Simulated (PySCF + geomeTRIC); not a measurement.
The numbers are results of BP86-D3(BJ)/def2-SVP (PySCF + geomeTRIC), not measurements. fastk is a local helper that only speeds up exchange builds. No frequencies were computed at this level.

```python
import json, numpy as np
from pyscf import gto, dft
from fastk import lowrank_exchange
atoms = """
Mo     0.093565     0.041754    -0.112531
O      1.058610     0.730793    -1.257729
O      0.505878     0.604081     1.381208
O      0.280174    -1.698214    -0.155597
C      0.820370    -2.980824    -0.091809
H      1.624478    -3.077910    -0.836071
H      0.040907    -3.725189    -0.302066
H      1.228917    -3.157262     0.913997
O     -1.580740     0.429750    -0.445037
C     -2.769438     1.125504    -0.655966
H     -2.629609     1.851117    -1.471059
H     -3.051808     1.658373     0.264190
H     -3.569142     0.423916    -0.928376
"""
def scf(charge, spin, dm0=None):
    mol = gto.M(atom=atoms, basis='def2-svp', ecp={'Mo': 'def2-svp'}, charge=charge, spin=spin, verbose=3, max_memory=10080)
    mf = dft.KS(mol, xc='bp86').density_fit(auxbasis="def2-universal-jkfit")
    mf.disp = 'd3bj'
    mf.grids.level = 3
    mf.conv_tol = 1e-8
    mf.max_cycle = 120
    mf.level_shift = 0.25
    mf.kernel(dm0)
    if not mf.converged:
        mf = mf.newton().run(mf.mo_coeff, mf.mo_occ).undo_soscf()
    return mf
mf = scf(0, 0)
from pyscf.geomopt.geometric_solver import kernel as optimize
path = []
done, mol = optimize(mf, maxsteps=120, assert_convergence=False, callback=lambda env: path.append((env["energy"], bool(env["g_scanner"].converged))))
res = dict(converged=bool(done and path[-1][1]), energy=path[-1][0], path=[e for e, c in path], xyz=mol.atom_coords(unit="Angstrom").tolist(), nao=mol.nao)
json.dump(res, open("result.json", "w"))
```

Output:

```
converged SCF energy = -448.896574014094
Geometry optimization cycle 1
converged SCF energy = -448.896573993061
cycle 1: E = -448.896573993  dE = -448.897  norm(grad) = 0.158761
Geometry optimization cycle 2
converged SCF energy = -448.921058734575
cycle 2: E = -448.921058735  dE = -0.0244847  norm(grad) = 0.0247875
Geometry optimization cycle 3
converged SCF energy = -448.921955066599
cycle 3: E = -448.921955067  dE = -0.000896332  norm(grad) = 0.00695324
Geometry optimization cycle 4
converged SCF energy = -448.92239489572
cycle 4: E = -448.922394896  dE = -0.000439829  norm(grad) = 0.00782659
Geometry optimization cycle 5
converged SCF energy = -448.923468839814
cycle 5: E = -448.92346884  dE = -0.00107394  norm(grad) = 0.0204708
Geometry optimization cycle 6
converged SCF energy = -448.9241302598
cycle 6: E = -448.92413026  dE = -0.00066142  norm(grad) = 0.0274979
Geometry optimization cycle 7
converged SCF energy = -448.924917821116
cycle 7: E = -448.924917821  dE = -0.000787561  norm(grad) = 0.0140858
Geometry optimization cycle 8
converged SCF energy = -448.925182117324
cycle 8: E = -448.925182117  dE = -0.000264296  norm(grad) = 0.00255643
Geometry optimization cycle 9
converged SCF energy = -448.925201572809
cycle 9: E = -448.925201573  dE = -1.94555e-05  norm(grad) = 0.00102635
Geometry optimization cycle 10
converged SCF energy = -448.925202653589
cycle 10: E = -448.925202654  dE = -1.08078e-06  norm(grad) = 0.000334679
Geometry optimization cycle 11
converged SCF energy = -448.925191009837
cycle 11: E = -448.92519101  dE = 1.16438e-05  norm(grad) = 0.003332
Geometry optimization cycle 12
converged SCF energy = -448.925187475404
cycle 12: E = -448.925187475  dE = 3.53443e-06  norm(grad) = 0.00378424
Geometry optimization cycle 13
converged SCF energy = -448.925197639925
cycle 13: E = -448.92519764  dE = -1.01645e-05  norm(grad) = 0.00207672
Geometry optimization cycle 14
converged SCF energy = -448.925203420554
cycle 14: E = -448.925203421  dE = -5.78063e-06  norm(grad) = 0.000431517
Geometry optimization cycle 15
converged SCF energy = -448.925204726557
cycle 15: E = -448.925204727  dE = -1.306e-06  norm(grad) = 0.000245771
Geometry optimization cycle 16
converged SCF energy = -448.925205204435
cycle 16: E = -448.925205204  dE = -4.77878e-07  norm(grad) = 0.000238988
<class 'geometric.internal.Distance'> : 12
<class 'geometric.internal.Angle'> : 18
<class 'geometric.internal.LinearAngle'> : 4
<class 'geometric.internal.Dihedral'> : 18
<class 'geometric.internal.TranslationX'> : 1
<class 'geometric.internal.TranslationY'> : 1
<class 'geometric.internal.TranslationZ'> : 1
<class 'geometric.internal.RotationA'> : 1
<class 'geometric.internal.RotationB'> : 1
<class 'geometric.internal.RotationC'> : 1
Step    0 : Gradient = 4.403e-02/8.114e-02 (rms/max) Energy = -448.8965739931
Step    1 : Displace = 9.609e-02/1.067e-01 (rms/max) Trust = 1.000e-01 (=) Grad = 6.875e-03/1.318e-02 (rms/max) E (change) = -448.9210587346 (-2.448e-02) Quality = 0.664
Step    2 : Displace = 2.706e-02/3.665e-02 (rms/max) Trust = 1.000e-01 (=) Grad = 1.928e-03/3.572e-03 (rms/max) E (change) = -448.9219550666 (-8.963e-04) Quality = 1.294
Step    3 : Displace = 4.174e-02/6.638e-02 (rms/max) Trust = 1.414e-01 (+) Grad = 2.171e-03/3.908e-03 (rms/max) E (change) = -448.9223948957 (-4.398e-04) Quality = 1.595
Step    4 : Displace = 1.467e-01/2.224e-01 (rms/max) Trust = 2.000e-01 (+) Grad = 5.678e-03/1.196e-02 (rms/max) E (change) = -448.9234688398 (-1.074e-03) Quality = 1.391
Step    5 : Displace = 1.933e-01/2.633e-01 (rms/max) Trust = 2.828e-01 (+) Grad = 7.627e-03/1.519e-02 (rms/max) E (change) = -448.9241302598 (-6.614e-04) Quality = 0.788
Step    6 : Displace = 2.781e-02/3.543e-02 (rms/max) Trust = 3.000e-01 (+) Grad = 3.907e-03/7.245e-03 (rms/max) E (change) = -448.9249178211 (-7.876e-04) Quality = 1.448
Step    7 : Displace = 4.017e-02/5.102e-02 (rms/max) Trust = 3.000e-01 (=) Grad = 7.090e-04/1.346e-03 (rms/max) E (change) = -448.9251821173 (-2.643e-04) Quality = 0.856
Step    8 : Displace = 1.615e-02/2.066e-02 (rms/max) Trust = 3.000e-01 (=) Grad = 2.847e-04/4.943e-04 (rms/max) E (change) = -448.9252015728 (-1.946e-05) Quality = 1.269
Step    9 : Displace = 9.583e-04/1.551e-03 (rms/max) Trust = 3.000e-01 (=) Grad = 9.282e-05/2.186e-04 (rms/max) E (change) = -448.9252026536 (-1.081e-06) Quality = 0.272
Step   10 : Displace = 7.520e-03/1.277e-02 (rms/max) Trust = 3.000e-01 (=) Grad = 9.241e-04/1.673e-03 (rms/max) E (change) = -448.9251910098 (+1.164e-05) Quality = -0.557
Step   11 : Displace = 3.548e-03/6.644e-03 (rms/max) Trust = 3.760e-03 (-) Grad = 1.050e-03/1.881e-03 (rms/max) E (change) = -448.9251874754 (+3.534e-06) Quality = -0.254
Step   12 : Displace = 1.619e-03/2.869e-03 (rms/max) Trust = 1.774e-03 (-) Grad = 5.760e-04/1.002e-03 (rms/max) E (change) = -448.9251976399 (-1.016e-05) Quality = 0.539
Step   13 : Displace = 1.937e-03/2.508e-03 (rms/max) Trust = 1.774e-03 (=) Grad = 1.197e-04/2.449e-04 (rms/max) E (change) = -448.9252034206 (-5.781e-06) Quality = 0.621
Step   14 : Displace = 1.876e-03/3.062e-03 (rms/max) Trust = 1.774e-03 (=) Grad = 6.816e-05/1.514e-04 (rms/max) E (change) = -448.9252047266 (-1.306e-06) Quality = 0.093
Step   15 : Displace = 9.679e-04/1.503e-03 (rms/max) Trust = 8.871e-04 (-) Grad = 6.628e-05/1.275e-04 (rms/max) E (change) = -448.9252052044 (-4.779e-07) Quality = 0.065
Converged! =D
```

Cost: very roughly 5 core-minutes.
